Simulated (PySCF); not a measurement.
## Dipole response of S⁻ (sulfur, charge -1)

[Ne] 3s2 3p5, 2P determinant. Computed with PySCF 2.14 in aug-cc-pV(T+d)Z with one added diffuse shell each of s, p, d, f type (7s6p5d3f, 71 functions), with no relativity, point nucleus. Coupled (time-dependent) response in atomic units; α is the mean over directions.

```csv
method,mean α (bohr³),"α xx, yy, zz",C₆ (like pair),S(−4)
UHF,50.74,"39.41, 56.40, 56.40",490.5,1346
```

S(−4) is the Cauchy moment in α(ω) = α(0) + S(−4) ω² + …

α(iu) at UHF:

| u (hartree) | α(iu) (bohr³) |
| --- | --- |
| 0 | 50.74 |
| 0.0500 | 47.73 |
| 0.100 | 41.45 |
| 0.200 | 29.65 |
| 0.300 | 21.65 |
| 0.500 | 12.69 |
| 0.750 | 7.437 |
| 1.00 | 4.827 |
| 1.50 | 2.483 |
| 2.00 | 1.512 |
| 3.00 | 0.7443 |
| 5.00 | 0.3099 |

A single London oscillator, α(iu) = α/(1 + u²/ω²), gives C₆ = (3/4) ω α². Matching the computed C₆ needs ω = 4 × 490.5 / (3 × 50.74²) = 0.254 hartree.

For an ion, C₆ is the dispersion term alone; charge-induced terms of lower order in 1/R come first.

The components differ because the open shell of this determinant is not spherical; for a pure term their mean is the scalar polarisability.
